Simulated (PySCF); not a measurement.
Coordinates in bohr (charge 1 multiplicity 2):
```
Si    0.0000    2.1454    0.0000
Si    0.0000   -2.1454    0.0000
Si    3.9047    0.0000    0.0000
Si   -3.9047    0.0000    0.0000
```

Computed with PySCF, UPBE0, basis Si def2-TZVP (no relativity, density fitting).

This geometry of Si₄⁺ is a stationary point at this level.

(1) What is the point group?

(2) Is it a minimum?

(3) List the harmonic modes with their infrared intensities.

(4) Give the atomic charges and bond orders.

(5) Give the ideal-gas entropy at 298.15 K and 1 bar by parts.

Answers

(1) D2h.

(2) Yes: all harmonic wavenumbers are real.

(3) 
```json
{"symmetry": "b3u", "ω (cm⁻¹)": "71", "IR (km/mol)": "0.5"}
{"symmetry": "b2u", "ω (cm⁻¹)": "253", "IR (km/mol)": "0.1"}
{"symmetry": "b3g", "ω (cm⁻¹)": "286", "IR (km/mol)": "0.0"}
{"symmetry": "ag", "ω (cm⁻¹)": "368", "IR (km/mol)": "0.0"}
{"symmetry": "b1u", "ω (cm⁻¹)": "439", "IR (km/mol)": "128"}
{"symmetry": "ag", "ω (cm⁻¹)": "503", "IR (km/mol)": "0.0"}
```

(4) 
| atom | Mulliken | Löwdin | polar tensor | spin (Mulliken) | Mayer order to Si1 |
| --- | --- | --- | --- | --- | --- |
| Si1 | 0.20 | 0.22 | -0.04 | 0.54 | – |
| Si2 | 0.20 | 0.22 | -0.04 | 0.54 | 1.15 |
| Si3,4 | 0.30 | 0.28 | 0.54 | -0.04 | 1.00 |
Other Mayer orders above 0.3: Si–Si 0.38, Si–Si 1.00 (×2).

(5) translation 167.7, rotation 101.4, vibration 41.4, spin 5.8; total 316.3 J/(mol K).

This need not be the most stable arrangement of these atoms. At this level a doublet minimum of D2h symmetry lies 25 kJ/mol below this structure.
